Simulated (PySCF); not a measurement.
CH3FOZn, SMILES C[O][Zn][F].

Geometry optimised at B3LYP-D3(BJ)/def2-SVP. The values are those of a single conformer.

These are B3LYP-D3(BJ)/def2-SVP (PySCF) values and carry that method's errors.

Frequencies are harmonic and unscaled.

| mode | ν (cm⁻¹) | IR (km/mol) | moving atoms (share of kinetic energy) |
|---|---|---|---|
| 1 | 102 | 9.8 | F 42 %, Zn 24 %, C 20 %, H 12 % |
| 2 | 103 | 3.5 | H 66 %, F 19 %, Zn 11 % |
| 3 | 162 | 36.6 | O 33 %, Zn 28 %, F 20 %, H 19 % |
| 4 | 244 | 26.0 | O 35 %, C 23 %, Zn 21 %, H 14 % |
| 5 | 548 | 4.2 | O 50 %, F 31 %, C 11 % |
| 6 | 736 | 71.3 | F 51 %, Zn 35 %, O 9 % |
| 7 | 1143 | 209.7 | O 48 %, C 40 %, H 11 % |
| 8 | 1166 | 0.3 | H 77 %, C 18 % |
| 9 | 1193 | 17.4 | H 68 %, C 21 %, O 12 % |
| 10 | 1473 | 1.3 | H 96 % |
| 11 | 1475 | 1.2 | H 95 % |
| 12 | 1481 | 41.0 | H 89 %, C 11 % |
| 13 | 2945 | 115.9 | H 97 % |
| 14 | 2996 | 81.3 | H 90 %, C 10 % |
| 15 | 3044 | 48.9 | H 91 %, C 9 % |
